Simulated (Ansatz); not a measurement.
CH$_{4}$AlPS$_{2}$ at its PBE0-D4/def2-TZVP geometry, where that method's forces vanish. Charge 0, multiplicity 1. The bonds changed during the relaxation, so this is another structure than the one it started from.

```csv
atom,x (Å),y (Å),z (Å)
P1,0.023,-1.460,-1.356
S2,1.914,-1.141,-0.507
Al3,0.383,0.053,0.546
C4,-0.431,1.710,1.021
S5,-0.659,0.366,2.368
H6,0.183,-1.249,-2.743
H7,-0.162,-2.859,-1.355
H8,-1.390,2.029,0.620
H9,0.139,2.552,1.406
```

Q: For each bond, give half the difference of the two atoms' forces along it (eV/Å; positive pushes the atoms apart) under PBE-D4, r2SCAN-D4, B3LYP-D4, ωB97M-V in def2-TZVPP. (Best estimate.)

A: Computed: 
```tsv
bond	length (Å)	PBE-D4	r2SCAN-D4	B3LYP-D4	ωB97M-V
P1–S2	2.097	0.30	0.11	0.34	0.14
P1–Al3	2.457	-0.17	-0.04	0.21	0.29
P1–H6	1.412	0.19	0.02	-0.12	-0.21
P1–H7	1.411	0.20	0.02	-0.12	-0.21
S2–Al3	2.208	0.09	0.05	0.10	0.04
Al3–C4	1.906	0.10	0.05	0.06	-0.03
Al3–S5	2.123	0.28	0.11	0.12	-0.03
C4–S5	1.917	0.28	0.24	0.37	0.10
C4–H8	1.087	0.08	-0.04	-0.12	-0.08
C4–H9	1.087	0.08	-0.05	-0.12	-0.08
```

B3LYP here is the variant with VWN-RPA as its local correlation; programs differ in this.
